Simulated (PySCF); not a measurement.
Compound: C₃H₈Ge.
InChI=1S/C3H8Ge/c4-3-1-2-3/h3H,1-2H2,4H3

Linear response at CAM-B3LYP/def2-SVPD (PySCF, frozen core in the response, non-relativistic). Geometry: PBE0-D3(BJ)/def2-SVP; no solvent, vibrations or thermal averaging. The CAM-B3LYP/def2-SVPD calculation is non-relativistic and has no spin–orbit coupling, an omission that weighs most on germanium.

Static isotropic polarisability: 66.21 au (9.81 Å³), principal values 59.6, 62.7, 76.4 au.

Question: What is the polarisability at 1064 nm and at the sodium D line?

Answer: 66.80 au at 1064 nm (+0.9 %), 68.20 au at 589.3 nm (+3.0 %). The rise at 589.3 nm is 3.35 times that at 1064 nm; a pure ω² law gives 3.26. The lowest singlet lies at 158 nm, shorter than both wavelengths.

Question: What is the isotropic C6 coefficient between two such molecules, C6 = (3/π)∫α(iω)² dω?

Answer: 1656 au (Eh·bohr⁶) by a ten-point quadrature over imaginary frequencies, which is 989 eV·Å⁶ or 95.5 J·nm⁶/mol.

Question: Which effective excitation energy ω̄ makes London's formula C6 = (3/4)α²ω̄ exact here?

Answer: ω̄ = 4·C6/(3α²) = 0.504 Eh = 13.7 eV. A one-pole form α(ω) = α/(1 − ω²/ω̄²) fitted to the 1064 nm value gives 12.3 eV. London's choice of the ionisation energy (10.35 eV, ΔSCF at the same level) gives C6 = 1250 au, 25 % too low.

Question: What three-body coefficient follows from the one-pole estimate C9 = (3/4)·α·C6?

Answer: 82200 au. This is an estimate from the two numbers above, not a computed integral.

Question: How anisotropic is the static polarisability, by Δα² = ½[(α1 − α2)² + (α2 − α3)² + (α3 − α1)²]?

Answer: Δα = 15.5 au, or 0.23 of the isotropic value.

Question: What n − 1 at the D line would an ideal gas of it have at 273.15 K and 1 atm (2.6868 × 10¹⁹ cm⁻³), by n − 1 = 2π·N·α′?

Answer: 17.06 × 10⁻⁴, a formal value whether or not that pressure can be reached.
